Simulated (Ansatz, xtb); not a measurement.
Isomers of F2GaH3OSi in order of energy

8 gas-phase structures of F2GaH3OSi, from a drawn sample of its isomers (lower ones may exist). Each was relaxed with GFN2-xTB; where two conformers were screened, the lower at r2SCAN-D4/def2-SVP is listed:

A. `O[Si@H](F)[GaH][F]`, a singlet
B. a singlet given by its coordinates
C. `[OH][Ga]([F])[SiH2]F`, a singlet
D. `F[SiH](F)[O][GaH2]`, a singlet
E. `F[SiH2][O][GaH][F]`, a singlet
F. `[F][Ga]([F])[O][SiH3]`, a singlet
G. `O[SiH2][Ga]([F])[F]`, a singlet
H. a singlet given by its coordinates

H (Å):

```xyz
8

F     0.2998    0.3787    2.3688
F    -0.3656   -1.1335    0.4925
Ga    1.3055    2.1438    1.1911
O    -0.1232    1.5040    0.1807
Si   -0.7189    0.3149    1.0318
H    -2.0635    0.4053    1.5181
H     0.9399    3.3110    2.1261
H     2.6961    1.6123    0.8053
```

Close contacts (Å): F1–Si5 1.68, F2–Si5 1.59, Ga3–O4 1.86, Ga3–Si5 2.73, O4–Si5 1.58, Ga3–H7 1.54, Ga3–H8 1.54, Si5–H6 1.43.

B (Å):

```csv
atom,x (Å),y (Å),z (Å)
F,0.8786,-0.2738,-0.2443
F,-1.0630,0.9604,2.5200
Ga,-1.1771,0.6184,0.8234
O,-1.3794,-1.1218,0.3623
Si,-0.0256,-1.6889,-0.2809
H,0.7068,-2.5894,0.5849
H,-0.1691,-1.9611,-1.6977
H,-1.3731,1.7446,-0.1469
```

Close contacts (Å): F1–Si5 1.68, F2–Ga3 1.73, Ga3–O4 1.81, Ga3–Si5 2.81, O4–Si5 1.60, Ga3–H8 1.50, Si5–H6 1.45, Si5–H7 1.45.

Problem. Make a reasoned guess at their ranking by r2SCAN-D4/def2-SVP single-point energy.

Solution. Calculated order at r2SCAN-D4/def2-SVP: D (0.0), H (2.0), E (15.0), B (16.1), A (33.4), F (34.1), G (40.9), C (44.1) kcal/mol. Less than 1 kcal/mol parts A and F, so the order within that pair means little.

Energies above the lowest of each column, in kcal/mol; the last columns are at PBE0-D4/def2-SVP geometries and were run for some of them only (a dash: not run or not comparable):

| structure | GFN2-xTB | HF/STO-3G | r2SCAN-D4/def2-SVP | PBE0-D4/def2-SVP | CCSD(T)/def2-SVP + ΔMP2/def2-TZVPP |
| --- | --- | --- | --- | --- | --- |
| D | 9.1 | 0.2 | 0.0 | 0.0 | 0.0 |
| H | 9.8 | 0.0 | 2.0 | relaxes to D | – |
| E | 0.0 | 7.5 | 15.0 | 13.8 | 17.0 |
| B | 0.3 | 10.0 | 16.1 | – | – |
| A | 21.6 | 45.2 | 33.4 | – | – |
| F | 17.0 | 21.0 | 34.1 | 32.8 | 38.6 |
| G | 5.1 | 57.3 | 40.9 | – | – |
| C | 16.5 | 39.6 | 44.1 | – | – |

CCSD(T)/def2-SVP + ΔMP2/def2-TZVPP puts D lowest of those it was run on; GFN2-xTB picks E. Some further structures that were screened fall inside this span and aren't listed. Flexible structures stand in one conformer each, not always the lowest. Frequencies (PBE0-D4/def2-SVP) were run for D, E, F alone. The ΔMP2 step shifts differences by up to 9.9 kcal/mol, which makes them less sure. ΔMP2 is the change of the MP2 energy from the smaller to the larger basis.

Over these structures GFN2-xTB departs from r2SCAN-D4/def2-SVP by 11.2 kcal/mol on average once a common shift is removed. A GFN2-xTB relaxation took about 0.12 s and the r2SCAN-D4/def2-SVP energy about 2.1 s on a shared host (Ansatz 0.2.0, xtb 6.7.1).
